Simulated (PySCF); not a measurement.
## Neon: a sound run and one with changed settings

Sound run: Ne²⁺ [He] 2s2 2p4, Ne³⁺ [He] 2s2 2p3. Computed with PySCF 2.14 in 6-31G* (3s2p1d, 14 functions), with no relativity, point nucleus. The sound run starts from symmetry-adapted Hartree-Fock orbitals and uses a fine grid where one is needed.

Changed run: 6 angular points. This setting is unsound on purpose.

```csv
species,method,sound run (hartree),changed run (hartree),converged
Ne²⁺,UHF,-126.29981,-126.29981,yes
Ne²⁺,BP86,-126.58048,-126.62911,yes
Ne²⁺,LDA,-125.81507,-125.87899,yes
Ne³⁺,UHF,-124.03166,-124.03166,yes
Ne³⁺,BP86,-124.22572,-124.22572,yes
Ne³⁺,LDA,-123.47459,-123.47459,yes
```

Ionisation energy of Ne²⁺:

| method | sound run (eV) | changed run (eV) |
| --- | --- | --- |
| UHF | 61.719 | 61.719 |
| BP86 | 64.076 | 65.400 |
| LDA | 63.688 | 65.427 |

A coarse angular grid integrates products of high-l functions wrongly, so density functionals can shift, and the SCF can exploit the error; Hartree-Fock and MP2 need no grid.

For comparison, NIST gives 63.423 eV between the lowest levels.
